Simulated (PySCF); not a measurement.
Compound: C4H12AlN.
Atom-mapped SMILES: `[CH2:1]=[CH:2][CH2:3][N@@H+:4]([CH3:5])[AlH3-:6]` (hydrogens: H7, H8 on C1; H9 on C2; H10, H11 on C3; H12 on N4; H13, H14, H15 on C5; H16, H17, H18 on Al6)

Cartesian coordinates in Å at the PBE0-D3(BJ)/def2-SVP level; atoms count from 1:
```xyz
18
C4H12AlN angstrom
C      2.8901    0.1129    0.2968
C      1.7414   -0.5371    0.4881
C      0.4661    0.1382    0.8874
N     -0.5784    0.1272   -0.1613
C     -1.1043   -1.2073   -0.4683
Al    -2.0948    1.4370    0.3354
H      2.9596    1.1972    0.4353
H      3.8044   -0.4113    0.0069
H      1.7153   -1.6251    0.3533
H      0.0228   -0.3361    1.7782
H      0.6575    1.1910    1.1454
H     -0.1654    0.5185   -1.0118
H     -0.3211   -1.8974   -0.8180
H     -1.8796   -1.1182   -1.2408
H     -1.5710   -1.6196    0.4377
H     -1.2400    2.7981    0.4351
H     -3.0517    1.2564   -0.9465
H     -2.5752    0.7687    1.7189
```

The closed-shell ground state was solved at several levels (PySCF, density fitting, gas phase, non-relativistic).

```json
{"level": "PBE0/pcSseg-1", "basis functions": "169", "total energy (Eh)": "-456.3836", "HOMO (eV)": "-7.36", "LUMO (eV)": "-0.69", "gap (eV)": "6.67", "dipole (D)": "5.64"}
{"level": "wB97X-D/def2-SVPD", "basis functions": "220", "total energy (Eh)": "-456.5065", "HOMO (eV)": "-9.26", "LUMO (eV)": "1.09", "gap (eV)": "10.35", "dipole (D)": "5.51"}
```

(1) What might KT3/pcSseg-1 (169 basis functions) give for the same quantities?

(2) Over all these levels, which gives the widest orbital gap and which the narrowest?

(3) How far do the dipole and the HOMO energy spread over the levels?

Answers

(1) Total energy -462.2114 Eh, HOMO -6.17 eV, LUMO -1.65 eV, gap 4.52 eV, dipole 5.49 D.

(2) wB97X-D/def2-SVPD (range-separated hybrid) has the widest, 10.35 eV, and KT3/pcSseg-1 (GGA) the narrowest, 4.52 eV. Functional and basis both differ between the two, so the spread mixes both effects.

(3) The dipole runs from 5.49 to 5.64 D (mean 5.55 D) and the HOMO from -9.26 to -6.17 eV.

One conformer stands for the species.

Note: wB97X-D ran without an empirical dispersion term, which enters the total energy and its gradient alone.
